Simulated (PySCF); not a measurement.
# Cr²⁰⁺ (chromium, charge +20): Hartree-Fock from Schrödinger to Dirac-Coulomb-Breit

Occupied: 1s1/2, 2s1/2. Hartree-Fock calculated with PySCF 2.14 in an even-tempered Gaussian basis (19 s from 1.6 bohr⁻², ratio 2.3; 13 p from 1.9 bohr⁻², ratio 2.3), Gaussian nucleus throughout. NR is non-relativistic, sf-X2C the spin-free one-electron X2C Hamiltonian, X2C adds the bare one-electron spin-orbit term, X2C-SNSO screens it by Boettger's factors, DC is four-component Dirac-Coulomb, and the Gaunt and Breit terms are added at first order (total energies over the DC spinors, levels after relaxing the spinors in that mean field). QED terms are absent. Levels marked empty are virtual spinors of this ion.

| level (eV) | NR | sf-X2C | X2C | X2C-SNSO |
| --- | --- | --- | --- | --- |
| 1s1/2 | -7189.4 | -7240.2 | -7240.2 | -7240.2 |
| 2s1/2 | -1613.9 | -1628.3 | -1628.3 | -1628.3 |
| 2p1/2 (empty) | -1484.8 | -1489.6 | -1497.5 | -1496.8 |
| 2p3/2 (empty) | -1484.8 | -1489.6 | -1485.7 | -1486.1 |
| 3s1/2 (empty) | -651.94 | -656.47 | -656.47 | -656.47 |

**Question.** Where do the four-component calculations put these levels?

**Answer.** 1s1/2: DC -7242.8, DC+Gaunt -7237.6, DC+Breit -7237.7; 2s1/2: DC -1628.6, DC+Gaunt -1628.0, DC+Breit -1628.1; 2p1/2 (empty): DC -1497.0, DC+Gaunt -1496.0, DC+Breit -1496.2; 2p3/2 (empty): DC -1486.1, DC+Gaunt -1485.5, DC+Breit -1485.7; 3s1/2 (empty): DC -656.53, DC+Gaunt -656.39, DC+Breit -656.41 (eV).

```
Hamiltonian  E (hartree)  E − E(DC) (hartree)  CPU seconds
         NR    -683.1041               5.4333         0.19
     sf-X2C    -688.4328               0.1047         0.11
        X2C    -688.4328               0.1047         0.11
   X2C-SNSO    -688.4328               0.1047         0.11
         DC    -688.5374               0.0000          2.2
   DC+Gaunt    -688.3216               0.2158            4
   DC+Breit    -688.3256               0.2119           33
```

Weight of the small component: 1s1/2 0.00752, 2s1/2 0.00165, 2p1/2 0.00159, 2p3/2 0.00158, 3s1/2 0.000652.

Koopmans' value for the highest occupied level at DC+Breit: 1628.1 eV, against an ionisation energy of 1634.1 ± 0.5 eV (semi-empirical (NIST evaluation); NIST Atomic Spectra Database, ionization energies); the former lacks relaxation, correlation, QED and recoil.

The whole ladder took 41 s of wall time on 1 thread of Intel(R) Xeon(R) 6975P-C (shared host), launched as `OMP_NUM_THREADS=1 python relrun2.py TASK.json OUT` (a driver that calls PySCF for each Hamiltonian).
